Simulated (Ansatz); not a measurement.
The cluster HgBr₂⁻, relaxed as a doublet with UKS r2SCAN-D4/def2-TZVPD in Ansatz, starting from the GFN1-xTB geometry. Force threshold 0.02 eV/Å.

In the def2 sets Hg takes a core potential; there is no spin–orbit coupling. The relaxation made no stability test and no search for a lower SCF solution. The structure comes from a short search, and lower isomers may exist.

Start:

```xyz
3

Hg   -0.346    1.006   -0.457
Br   -1.603   -0.613    1.338
Br    1.949   -0.393   -0.880
```

Question: Estimate the energy that the relaxation releases and the steps that it takes.

Answer: 3.5 kcal/mol, in 6 steps; 27 s on 4 threads of Arm Neoverse V1 on a shared host. No frequencies were taken in this run, so the end may be a saddle point.

Question: Does the start keep its bonding and symmetry?

Answer: By distances, no bond broke or formed. The bond that changes most is Hg1–Br3, from 2.72 to 2.73 Å (atoms count from 1). Point group C2v at the start, C2v at the end, both within 0.05 Å.

Question: Predict the relaxed structure.

Answer: 
```tsv
atom	x (Å)	y (Å)	z (Å)
Hg1	-0.201	0.582	-0.264
Br2	-2.053	-0.424	1.476
Br3	2.253	-0.158	-1.212
```
Bond lengths: 2 × Br–Hg 2.73 Å.
